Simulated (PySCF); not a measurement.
# Structure elucidation problem

An unknown has the formula C3H2BrNO. Its calculated NMR data are:

1H NMR (600 MHz, computed): δ 7.64 (d, J = 1.2 Hz, 1H), 7.57 (d, J = 1.2 Hz, 1H).

13C{1H} NMR (computed): δ 153.4, 142.6, 139.1.

One conformer, gas phase, relativity neglected. PBE0/pcSseg-1 with gauge-including orbitals; geometry from PBE0-D3(BJ)/def2-SVP; couplings computed with B3LYP/pcJ-1 (pcSseg-1 on Br); PySCF.

δ = σ(ref) − σ, references computed at the same level: 1H (31.27 ppm), 13C (184.41 ppm) against TMS.

**Question.** What is the structure?

**Answer.** 
1. The formula gives 3 degrees of unsaturation (1 ring in the answer).
2. 3 carbon signals for 3 carbons: no two carbons are equivalent.
3. Carbon types of the structure: 1 × C, 2 × CH, which accounts for all hydrogens.
4. δC 153.4: aromatic CH between two ring heteroatoms.
5. δC 142.6: aromatic CH next to the ring oxygen.
6. δC 139.1: aromatic carbon bearing bromine.
7. δH 7.64: hydrogen on an aromatic CH next to the ring oxygen; ring-current deshielding.
8. δH 7.57: hydrogen on an aromatic CH between two ring heteroatoms; ring-current deshielding.

The compound is `Brc1cocn1`.

The data come from this structure; uniqueness wasn't tested.

Spin–orbit coupling is missing: it shields a carbon bonded to bromine, so the measured shift of such a carbon is lower than the computed one. Multiplet labels drop couplings under 1 Hz and merge nearly equal ones. Shifts are as computed. Against solution values, carbons near 30 ppm lie about +2 ppm off and those near 130 ppm about +5 ppm; carbons on Br a further +13 ppm. Of 1211 compounds with measured shifts, 218 miss one by over three times the rms of a fit or turn the order of signals round; such compounds aren't used in these exercises.
